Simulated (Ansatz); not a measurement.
The first iterations of a band of H₄OSn (6 atoms, charge 0, multiplicity 1).

All numbers below come from UKS PBE0-D4/def2-SVP (Ansatz 0.2.0).

| Property | Result |
| --- | --- |
| movable images | 5 |
| climbing image | yes |
| spring | 5.0 eV/Å² |
| optimiser | quadratic models (default) |
| start path | through a guess of the saddle point |
| force threshold | 0.2 eV/Å |
| iteration limit | 60 |
| end points | relaxed |

Initial state:

```xyz
6
Properties=species:S:1:pos:R:3
O 0.928 -0.761 0.947
Sn -0.282 0.351 -0.178
H 1.159 -1.595 0.524
H -1.735 -0.517 -0.469
H 0.508 0.723 -1.657
H -0.535 1.734 0.787
```

Final state:

```xyz
6
Properties=species:S:1:pos:R:3
O -0.057 -1.177 0.290
Sn -1.096 1.016 0.022
H 0.566 -1.121 1.026
H 0.499 -1.232 -0.499
H -0.336 0.873 -1.595
H 0.465 1.576 0.711
```

| iteration | highest image above the first end (eV) | largest band force component (eV/Å) |
| --- | --- | --- |
| 1 | 17.022 | 75.784 |
| 2 | 15.481 | 65.529 |
| 3 | 3.665 | 18.695 |
| 4 | 1.876 | 9.213 |
| 5 | 2.050 | 4.467 |

Does the band converge within its limit, and where does its top end?

The run converged. It ended after 15 iterations with the highest image 2.009 eV above the first end. The threshold of 0.2 eV/Å is loose, so the images may lie well off the minimum-energy path. Neighbouring images differ by up to 1.8 eV, so the band resolves the path poorly. The order of the stationary point at the top wasn't checked. The orbitals stay closed-shell, which can raise the energy where a bond breaks towards radicals; this wasn't checked here.

Time of the run: 2.9 min on 1 thread of Arm Neoverse V2, on a shared host, peak memory 0.15 GiB.
